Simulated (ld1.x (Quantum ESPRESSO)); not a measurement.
**Scattering properties, TM potential for tin (Sn)**

```
Element                 : tin
Generator               : ld1.x (Quantum ESPRESSO) 7.5
Type                    : norm-conserving Troullier–Martins (Kleinman–Bylander form)
Functional              : PBE
Relativity              : scalar-relativistic
Frozen core             : [Kr] 4d10
Valence charge          : 4
Reference configuration : 5s1 5p3
Partial waves           : 5s (bound): rc 1.80 bohr; 5p (bound): rc 2.35 bohr
Local potential         : all-electron potential smoothed inside 1.40 bohr (lloc = -2)
Core correction         : Bessel-smoothed model core inside 1.45 bohr
```

The phase is arctan(r·u′/u) with u = r·R(r), unwrapped; energies in Ry, scanned from -3 to 5 Ry. A pole is an energy at which the radial function vanishes at the test radius. The pseudo phase is shifted by a multiple of π to meet the all-electron one at the reference energy, and phase errors are pseudo minus all-electron; the curves can meet again beyond the range given. Levels narrower than the energy grid can be missing from the lists of poles.

```
channel  radius (bohr)  reference energy (Ry)  poles, all-electron  poles, pseudo  unbroken range about the reference energy with phases within 0.05 rad  phase error 1 Ry above the reference energy (rad)
      s           2.54                  -0.84                 0.72    -1.51, 0.78                                                             above -1.3                                             +0.006
      p           2.54                  -0.32                 2.05     1.48, 3.51                                                              below 1.2                                             -0.024
```

Note: ghost states, extra bound levels that the all-electron valence spectrum of the same l lacks: s at -20.7 eV, d at -3.1 eV. A true bound ghost makes a file unfit for plane-wave use.

Phases in the s channel:

| E (Ry) | all-electron | pseudo |
| --- | --- | --- |
| -3.00 | 1.254 | 4.391 |
| -2.52 | 1.188 | 4.322 |
| -2.04 | 1.067 | 4.188 |
| -1.56 | 0.767 | 3.557 |
| -1.08 | -0.194 | -0.183 |
| -0.60 | -1.106 | -1.104 |
| -0.12 | -1.391 | -1.386 |
| 0.36 | -1.513 | -1.507 |
| 0.84 | -1.586 | -1.579 |
| 1.32 | -1.639 | -1.632 |
| 1.80 | -1.687 | -1.678 |
| 2.28 | -1.735 | -1.725 |
| 2.76 | -1.793 | -1.780 |
| 3.24 | -1.874 | -1.857 |
| 3.72 | -2.008 | -1.984 |
| 4.20 | -2.289 | -2.256 |
| 4.68 | -2.992 | -2.990 |
